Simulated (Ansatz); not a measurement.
Input file for Ansatz (an electronic-structure program): U-PBE0/def2-TZVPP on TcC, 2S+1 = 6, a spin state set in the input, which need not be the lowest. Elements past Kr take the def2 small-core potentials; no spin–orbit coupling.

Ansatz 0.2 input:
```yaml
crystal:
  periodic: [false, false, false]
  atoms:
    - {symbol: Tc, position_ang: [0.00000000, 0.00000000, 0.00000000]}
    - {symbol: C, position_ang: [0.00000000, 0.00000000, 2.11900000]}
basis:
  gaussian:
    orbitals: def2-TZVPP
hamiltonian:
  xc: {name: PBE0}
magnetization: {spin_polarized: true, initial_magnetization: 5}
relax: {f_tol: 0.002, max_steps: 120}
```

The log:

```
WARN ansatz: RAYON_NUM_THREADS=1 ignored (pool sized by the plan → 1); use --threads N
Functional definition: PBE0
integrals: 0.02 GiB planned
560 factors; their error is unknown
mean field: 0.25 GiB planned
mean field evaluation 1: about -3224.1090 eV, gradient 2.4e1 eV
mean field evaluation 2: about -3205.1843 eV, gradient 5.4e1 eV
mean field evaluation 4: about -3227.2481 eV, gradient 3.9e0 eV
mean field evaluation 8: about -3227.5643 eV, gradient 9.7e-1 eV
mean field evaluation 16: about -3227.6027 eV, gradient 9.1e-3 eV
mean field evaluation 32: about -3195.4426 eV, gradient 6.7e1 eV
mean field evaluation 64: about -3227.6027 eV, gradient 9.7e-4 eV
mean field evaluation 96: about -3196.0951 eV, gradient 7.1e1 eV
mean field evaluation 128: about -3226.9292 eV, gradient 8.0e-2 eV
mean field evaluation 160: about -3227.6027 eV, gradient 9.8e-6 eV
mean field evaluation 192: about -3227.6027 eV, gradient 4.6e-5 eV
mean field evaluation 224: about -3227.3973 eV, gradient 1.8e0 eV
mean field -3227.60272301 eV, -118.6122123229 hartree, gradient 2.1e-5 eV, S^2 9.288732; 15 other end points of the search recorded, 0 dependent functions left out
the calculation of the forces begins
reference -3227.60275241 eV, -118.6122134032 hartree; 13, 8 occupied and 74, 79 virtual orbitals, 560 factors
relax step   1: F+E_penalty+E_count = -3227.60272301 eV  Δ(F+E_penalty+E_count) = +0.000e0 eV  max|allowed force component| = 2.659e0 eV/Å  Δτ_max = 0.0000 Å  (450 SCF iters, accepted)
these checks for a lower state are left out or cut short: starts, cluster_reference, orbital_swaps, neighbouring_geometries, increment
integrals: 0.02 GiB planned
560 factors; their error is unknown
mean field: 0.25 GiB planned
mean field -3228.04233058 eV, -118.6283676032 hartree, gradient 7.0e-6 eV, S^2 8.956976; 0 other end points of the search recorded, 0 dependent functions left out
the calculation of the forces begins
reference -3228.04235977 eV, -118.6283686758 hartree; 13, 8 occupied and 74, 79 virtual orbitals, 560 factors
relax step   2: F+E_penalty+E_count = -3228.04233058 eV  Δ(F+E_penalty+E_count) = -4.396e-1 eV  max|allowed force component| = 1.063e0 eV/Å  Δτ_max = 0.1061 Å  (63 SCF iters, accepted)
these checks for a lower state are left out or cut short: starts, cluster_reference, orbital_swaps, neighbouring_geometries, increment
integrals: 0.02 GiB planned
560 factors; their error is unknown
mean field: 0.25 GiB planned
mean field evaluation 256: about -3228.0505 eV, gradient 1.4e-2 eV
mean field -3228.05931189 eV, -118.6289916548 hartree, gradient 7.9e-6 eV, S^2 8.864726; 0 other end points of the search recorded, 0 dependent functions left out
the calculation of the forces begins
reference -3228.05934122 eV, -118.6289927325 hartree; 13, 8 occupied and 74, 79 virtual orbitals, 560 factors
relax step   3: F+E_penalty+E_count = -3228.05931189 eV  Δ(F+E_penalty+E_count) = -1.698e-2 eV  max|allowed force component| = 9.020e-1 eV/Å  Δτ_max = 0.0488 Å  (64 SCF iters, accepted)
these checks for a lower state are left out or cut short: starts, cluster_reference, orbital_swaps, neighbouring_geometries, increment
integrals: 0.02 GiB planned
560 factors; their error is unknown
mean field: 0.25 GiB planned
mean field -3228.07582733 eV, -118.6295985860 hartree, gradient 4.7e-6 eV, S^2 8.897043; 0 other end points of the search recorded, 0 dependent functions left out
the calculation of the forces begins
reference -3228.07585657 eV, -118.6295996604 hartree; 13, 8 occupied and 74, 79 virtual orbitals, 560 factors
relax step   4: F+E_penalty+E_count = -3228.07582733 eV  Δ(F+E_penalty+E_count) = -1.652e-2 eV  max|allowed force component| = 3.524e-2 eV/Å  Δτ_max = 0.0199 Å  (61 SCF iters, accepted)
these checks for a lower state are left out or cut short: starts, cluster_reference, orbital_swaps, neighbouring_geometries, increment
integrals: 0.02 GiB planned
560 factors; their error is unknown
mean field: 0.25 GiB planned
mean field evaluation 288: about -3228.0759 eV, gradient 2.8e-5 eV
mean field -3228.07585669 eV, -118.6295996648 hartree, gradient 1.7e-6 eV, S^2 8.895607; 0 other end points of the search recorded, 0 dependent functions left out
the calculation of the forces begins
reference -3228.07588593 eV, -118.6296007394 hartree; 13, 8 occupied and 74, 79 virtual orbitals, 560 factors
relax step   5: F+E_penalty+E_count = -3228.07585669 eV  Δ(F+E_penalty+E_count) = -2.936e-5 eV  max|allowed force component| = 1.475e-3 eV/Å  Δτ_max = 0.0008 Å  (63 SCF iters, accepted)
integrals: 0.02 GiB planned
560 factors; their error is unknown
mean field: 0.25 GiB planned
mean field evaluation 320: about -3227.8970 eV, gradient 9.4e-6 eV
mean field -3228.07585669 eV, -118.6295996648 hartree, gradient 1.7e-6 eV, S^2 8.895607; 7 other end points of the search recorded, 0 dependent functions left out
the calculation of the forces begins
reference -3228.07588593 eV, -118.6296007394 hartree; 13, 8 occupied and 74, 79 virtual orbitals, 560 factors
Total energy: -3228.07588593 eV, -118.6296007394 hartree
Atom 0 at    -0.000000     0.000000     0.135794 Å, force     0.000000    -0.000000     0.001475 eV/Å
Atom 1 at     0.000000    -0.000000     1.983206 Å, force    -0.000000     0.000000    -0.001475 eV/Å
Dipole moment:     0.000000     0.000000    -0.689850 e Å
```

Self-consistency was reached. Its determinant has ⟨S²⟩ = 8.90, a mixture of spin states.

Cost: roughly 28 core-seconds.
